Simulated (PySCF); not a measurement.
# Dipole moment and polarisability of `C=Nc1ccc(S)s1`

Species: C₅H₅NS₂.
Geometry (GFN2-xTB, Å), atoms numbered from 1 in this order:
```xyz
13
C5H5NS2 angstrom
C      2.7365    0.7384    0.4084
N      2.0474   -0.0590   -0.2903
C      0.7147   -0.1612   -0.2386
C     -0.0410   -1.0239   -0.9884
C     -1.4196   -0.9402   -0.7499
C     -1.7339   -0.0036    0.1950
S     -3.3495    0.3745    0.7544
S     -0.3451    0.8093    0.8239
H      2.3102    1.4342    1.1355
H      3.8066    0.7310    0.2795
H      0.4080   -1.7006   -1.6920
H     -2.1600   -1.5385   -1.2485
H     -2.9785    1.3400    1.5934
```

Level: PBE0/def2-SVPD (PySCF), static field, nuclei fixed, core orbitals frozen in the response. The polarisability tensor in these axes (au):

```
x   178.44   8.80  -4.53
y     8.80  87.30  21.78
z    -4.53  21.78  85.47
```

Task: Diagonalise the tensor; give its mean and Δα, where Δα² is half the sum of the squared differences of the eigenvalues.

Result: Principal values 63.82, 108.05 and 179.35 au; mean 117.07 au = 17.35 Å³ = 19.30 × 10⁻⁴⁰ C²·m²/J; Δα = 100.96 au (86 % of the mean).

Task: What is the dipole moment, and where does it point?

Result: (-0.05, 0.74, 0.70) D, 1.02 D in size, pointing from the negative to the positive side. Measured along this direction, the outermost atoms are H11 at the negative end and H13 at the positive end.

Task: Sum over states: ᾱ = Σ f/ω², ω in Eh. What share falls to these 6 lowest TDDFT singlets (eV, f)? 3.81, 0.3548; 4.17, 0.0008; 4.27, 0.0005; 4.84, 0.0351; 5.35, 0.0059; 5.61, 0.0010.

Result: They add up to 19.41 au, 16.6 % of the 117.07 au; the largest single term is 18.07 au, from the state at 3.81 eV. Terms in order: 18.07, 0.03, 0.02, 1.11, 0.15, 0.02 au. Higher excitations give the rest. The strengths listed sum to 0.398.

Task: Give the eigenvalues of the traceless quadrupole moment Θ = ½Σq(3rr − r²1), origin at the centre of nuclear charge.

Result: -8.77, -1.17, 9.95 D·Å. The values depend on the origin, since the dipole doesn't vanish. The electronic extent ⟨r²⟩ about the same centre is 1459 bohr², a root-mean-square distance of 2.35 Å for the 74 electrons.

Task: Directions of the eigenvectors, and the extent of the frame along each?

Result: Largest value along (1.00, 0.09, -0.03), where the nuclei span 7.17 Å; middle along (-0.04, 0.71, 0.70), 4.62 Å; least along (0.08, -0.69, 0.72), 0.04 Å. The response follows the extents in order.

Task: How large is μ²/3kT at 400 K beside α?

Result: In Gaussian units μ²/3kT = 6.22 Å³ against 17.35 Å³, a ratio of 0.36; the Debye molar polarisation (4π/3)N_A(α + μ²/3kT) is 59.5 cm³/mol, leaving out the vibrational part.

The structure is a single GFN2-xTB conformer in the gas phase; no vibrational or solvent corrections.
